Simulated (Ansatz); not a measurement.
Relaxation of the cluster WS₂⁺ with UKS PBE-D4/def2-TZVP.

```sh
$ ansatz run in.yaml --threads 4 --pin off --events-out ev --progress --plain --max-ram 3916MiB
```

```yaml
crystal:
  periodic: [false, false, false]
  atoms:
    - {symbol: W, position_ang: [-0.397320, -0.741000, 0.001350]}
    - {symbol: S, position_ang: [1.740270, -0.456200, -0.053330]}
    - {symbol: S, position_ang: [-1.342950, 1.197200, 0.051980]}
basis:
  gaussian: {orbitals: def2-TZVP}
total_charge: 1
magnetization: {spin_polarized: true, initial_magnetization: 1}
hamiltonian: {xc: pbe, dispersion: d4}
scf: {lower_state_search: "off"}
output: {orbitals: {seedname: orbitals}}
relax: {f_tol: 0.02, max_steps: 100}
```

Run time 4.4 s (4 threads of Arm Neoverse V2 on a shared host).

Positions (Å) and forces (eV/Å) at steps 1, 2, 3, 4 of 4:

```xyz
3
step=1 energy=-23482.0850 eV
W    -0.397   -0.741    0.001    0.793    1.479   -0.003
S     1.740   -0.456   -0.053   -1.795    0.011    0.049
S    -1.343    1.197    0.052    1.002   -1.490   -0.046
3
step=2 energy=-23482.1708 eV
W    -0.419   -0.782    0.001   -0.214   -0.399    0.001
S     1.606   -0.357   -0.048    0.911   -0.232   -0.028
S    -1.186    1.140    0.047   -0.697    0.631    0.027
3
step=3 energy=-23482.2213 eV
W    -0.401   -0.748    0.001    0.044    0.082    0.000
S     1.671   -0.414   -0.051   -0.172    0.039    0.005
S    -1.269    1.162    0.050    0.128   -0.122   -0.005
3
step=4 energy=-23482.2232 eV
W    -0.404   -0.753    0.001    0.004    0.007    0.000
S     1.661   -0.406   -0.051   -0.017    0.005    0.001
S    -1.257    1.159    0.049    0.013   -0.011   -0.001
```

In the def2 sets W takes a core potential; there is no spin–orbit coupling. The relaxation made no stability test and no search for a lower SCF solution. The structure comes from a short search, and lower isomers may exist.
